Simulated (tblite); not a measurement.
Input of a run (GFN2-xTB geometry optimisation, gas phase (tblite 0.8.0)), started from a force field or distance geometry:
```
{"job": {"kind": "relax", "xc": "GFN2-xTB", "basis": "xTB"}, "charge": 0, "multiplicity": 2}
C      0.144800     2.067400     0.260300
C      0.319000     0.807500    -0.043400
O      1.454900     0.519300    -0.837400
Si     2.993300     0.136000    -0.181700
C     -0.510400    -0.327800     0.398000
C     -1.946200     0.007000     0.731500
C     -2.159100     0.016400    -0.786000
C     -1.121400    -1.120600    -0.766000
H     -0.661200     2.457700     0.864600
H      0.837500     2.822500    -0.120300
H      3.227700    -1.330600    -0.307600
H      4.033700     0.894700    -0.892700
H      3.106900     0.512400     1.271800
H     -0.038600    -1.044500     1.092100
H     -2.028500     1.016300     1.165400
H     -2.499400    -0.787100     1.276700
H     -3.162400    -0.468500    -0.961700
H     -0.490700    -1.029700    -1.659700
H     -1.509600    -2.108700    -0.511400
```

Output (eV, eV/Å):
```
step      E/eV     max force
  0    -656.34410    5.470
  1    -657.04172    2.624
  2    -657.39449    1.831
  3    -657.59942    1.007
  4    -657.68643    0.818
  5    -657.73275    0.693
  6    -657.78680    0.507
  7    -657.82450    0.588
  8    -657.85882    0.606
  9    -657.88610    0.524
 10    -657.91292    0.409
 11    -657.94177    0.398
 12    -657.97341    0.362
 13    -657.99594    0.359
 14    -658.01124    0.394
 15    -658.02977    0.392
 16    -658.04314    0.348
 17    -658.04622    0.506
 18    -658.05517    0.175
 19    -658.05934    0.128
 20    -658.06801    0.161
 21    -658.07150    0.133
 22    -658.07390    0.089
 23    -658.07615    0.095
 24    -658.07764    0.083
 25    -658.07874    0.071
 26    -658.07960    0.064
 27    -658.08049    0.064
 28    -658.08159    0.082
 29    -658.08288    0.084
 30    -658.08415    0.076
 31    -658.08526    0.088
 32    -658.08627    0.080
 33    -658.08729    0.073
 34    -658.08834    0.077
 35    -658.08946    0.077
 36    -658.09073    0.087
 37    -658.09224    0.091
 38    -658.09394    0.098
 39    -658.09583    0.088
 40    -658.09797    0.115
 41    -658.10030    0.122
 42    -658.10254    0.129
 43    -658.10443    0.102
 44    -658.10604    0.112
 45    -658.10764    0.112
 46    -658.10910    0.178
 47    -658.11063    0.158
 48    -658.11197    0.083
 49    -658.11299    0.101
 50    -658.11400    0.077
 51    -658.11528    0.075
 52    -658.11717    0.110
 53    -658.11893    0.113
 54    -658.12093    0.124
 55    -658.12232    0.225
 56    -658.12461    0.129
 57    -658.12638    0.114
 58    -658.12819    0.127
 59    -658.13045    0.130
 60    -658.13356    0.166
 61    -658.13590    0.113
 62    -658.13658    0.270
 63    -658.13935    0.109
 64    -658.14183    0.092
 65    -658.14585    0.112
 66    -658.14858    0.146
 67    -658.15041    0.157
 68    -658.15244    0.103
 69    -658.15425    0.109
 70    -658.15657    0.112
 71    -658.15852    0.104
 72    -658.16080    0.107
 73    -658.16350    0.121
 74    -658.16752    0.139
 75    -658.17084    0.124
 76    -658.17360    0.105
 77    -658.17645    0.128
 78    -658.18016    0.134
 79    -658.18331    0.129
 80    -658.18549    0.159
 81    -658.18658    0.108
 82    -658.18749    0.092
 83    -658.18840    0.091
 84    -658.18946    0.091
 85    -658.19007    0.063
 86    -658.19039    0.056
 87    -658.19064    0.056
 88    -658.19099    0.060
 89    -658.19156    0.056
 90    -658.19210    0.049
 91    -658.19264    0.055
 92    -658.19323    0.066
 93    -658.19406    0.067
 94    -658.19527    0.084
 95    -658.19680    0.084
 96    -658.19836    0.080
 97    -658.19959    0.071
 98    -658.20044    0.069
 99    -658.20124    0.077
100    -658.20201    0.063
101    -658.20214    0.193
102    -658.20317    0.053
103    -658.20356    0.039
104    -658.20399    0.036
105    -658.20427    0.039
106    -658.20480    0.064
107    -658.20520    0.045
108    -658.20546    0.045
109    -658.20563    0.040
110    -658.20586    0.036
111    -658.20619    0.039
112    -658.20649    0.038
113    -658.20672    0.034
114    -658.20684    0.029
115    -658.20693    0.026
116    -658.20703    0.023
117    -658.20718    0.038
118    -658.20739    0.034
119    -658.20766    0.041
120    -658.20794    0.032
121    -658.20816    0.034
122    -658.20831    0.043
123    -658.20841    0.022
124    -658.20851    0.019
125    -658.20860    0.018
126    -658.20870    0.024
127    -658.20878    0.021
128    -658.20885    0.015
129    -658.20893    0.018
130    -658.20902    0.020
131    -658.20912    0.024
132    -658.20924    0.025
133    -658.20937    0.028
134    -658.20951    0.030
135    -658.20969    0.032
136    -658.20990    0.032
137    -658.21015    0.030
138    -658.21041    0.044
139    -658.21064    0.030
140    -658.21087    0.035
141    -658.21104    0.027
142    -658.21116    0.019
143    -658.21126    0.023
144    -658.21146    0.031
145    -658.21166    0.034
146    -658.21184    0.033
147    -658.21198    0.029
148    -658.21208    0.026
149    -658.21216    0.025
150    -658.21225    0.039
151    -658.21237    0.027
152    -658.21253    0.021
153    -658.21264    0.021
154    -658.21272    0.027
155    -658.21281    0.028
156    -658.21291    0.026
157    -658.21299    0.023
158    -658.21307    0.023
159    -658.21316    0.022
160    -658.21327    0.021
161    -658.21338    0.018
162    -658.21349    0.024
163    -658.21357    0.022
164    -658.21364    0.022
165    -658.21370    0.019
166    -658.21376    0.015
167    -658.21380    0.018
168    -658.21383    0.012
169    -658.21385    0.013
170    -658.21387    0.010
```

Problem. Summarise the run.

Solution. The energy falls by 180.4 kJ/mol over 170 L-BFGS steps, the largest force on an atom goes from 5.47 to 0.010 eV/Å, and the atoms move by 0.605 Å rms after alignment. The bond that changes most is O3–Si4 (ends: oxygen bonded to C and Si; silicon bonded to O and 3 H), which shortens by 0.093 Å. Bonds longer at the end by more than 0.005 Å: 4 of 19; shorter: 13. Among the angles that change most is C6–C7–H17, from 106.0° to 132.0°. Among the dihedrals that turn most is C5–C2–O3–Si4, from -87° to 175°. The energy never rose by more than 1e-5 eV on the way. The first step brought 37 % of the lowering.

Problem. What are the final bond lengths?

Solution. C1=C2 1.324 Å, C2–O3 1.356 Å, O3–Si4 1.623 Å, C2–C5 1.500 Å, C5–C6 1.543 Å, C6–C7 1.482 Å, C7–C8 1.481 Å, C5–C8 1.553 Å, C1–H9 1.073 Å, C1–H10 1.075 Å, Si4–H11 1.454 Å, Si4–H12 1.465 Å, Si4–H13 1.464 Å, C5–H14 1.092 Å, C6–H15 1.093 Å, C6–H16 1.095 Å, C7–H17 1.071 Å, C8–H18 1.095 Å, C8–H19 1.095 Å. Numbering counts from 1 in the input's order; the species is `C=C(O[SiH3])C1C[CH]C1` [radical].

On one thread, Arm Neoverse N1 (aarch64), no GPU, shared host with 32 logical CPUs at a one-minute load of 9.5, this took 1.9 s of wall time.

GFN2-xTB frequencies show an imaginary mode (37i cm⁻¹), so the point is no minimum at that level. 3 starts were optimised and ended at 0.00, 0.34 and 0.41 kcal/mol (GFN2-xTB); the lowest of these is shown.

One conformer stands for the species.

All values are computed, not measured.
